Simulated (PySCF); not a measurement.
SMILES [CH3][Al]([CH3])/[CH]=C/[SiH2]N, GFN2-xTB optimised geometry.

```
19

Si     0.08     0.55     0.00
N     -0.36    -0.12    -1.52
C     -0.54    -0.39     1.52
C     -1.28    -1.50     1.51
Al    -1.82    -2.31     3.24
C     -1.23    -1.43     4.93
C     -2.92    -3.98     3.28
H      1.55     0.55     0.00
H     -0.49     1.90     0.00
H      0.04    -1.01    -1.79
H     -1.33    -0.10    -1.80
H     -0.27     0.02     2.49
H     -1.55    -1.90     0.52
H     -1.59    -0.40     5.02
H     -1.60    -1.97     5.80
H     -0.14    -1.37     5.03
H     -3.88    -3.83     3.78
H     -3.14    -4.36     2.28
H     -2.43    -4.79     3.83
```

Density from PBE0/def2-SVP in PySCF 2.14.0 at that geometry.

Minimum of the electron density along straight lines between bonded atoms, close to the bond critical point (lines longer than 1.1 times the sum of covalent radii, or with two minima, are not listed):

| bond | length / Å | ρ at the minimum / e bohr⁻³ | ∇²ρ there / e bohr⁻⁵ | position (fraction from the first atom) |
|---|---|---|---|---|
| Si1–N2 | 1.727 | 0.122 | ? | 0.40 |
| Si1–C3 | 1.893 | 0.112 | 0.33 | 0.38 |
| C3–C4 | 1.343 | 0.330 | ? | 0.51 |
| C4–Al5 | 1.984 | 0.079 | 0.32 | 0.60 |
| Al5–C6 | 1.995 | 0.078 | 0.30 | 0.40 |
| Al5–C7 | 1.995 | 0.078 | 0.30 | 0.40 |
| Si1–H8 | 1.466 | 0.117 | 0.33 | 0.49 |
| Si1–H9 | 1.466 | 0.117 | 0.33 | 0.49 |
| N2–H10 | 1.007 | 0.332 | -1.53 | 0.76 |
| N2–H11 | 1.007 | 0.332 | -1.53 | 0.76 |
| C3–H12 | 1.089 | 0.275 | -1.00 | 0.62 |
| C4–H13 | 1.094 | 0.271 | -0.97 | 0.62 |
| C6–H14 | 1.095 | 0.263 | -0.90 | 0.62 |
| C6–H15 | 1.096 | 0.264 | -0.91 | 0.62 |
| C6–H16 | 1.095 | 0.263 | -0.90 | 0.62 |
| C7–H17 | 1.096 | 0.263 | -0.90 | 0.62 |
| C7–H18 | 1.096 | 0.264 | -0.91 | 0.62 |
| C7–H19 | 1.096 | 0.263 | -0.90 | 0.62 |

Task: Some entries are withheld; supply them.

Result: 
- Si1–N2, ∇²ρ there / e bohr⁻⁵: 0.73
- C3–C4, ∇²ρ there / e bohr⁻⁵: -0.84
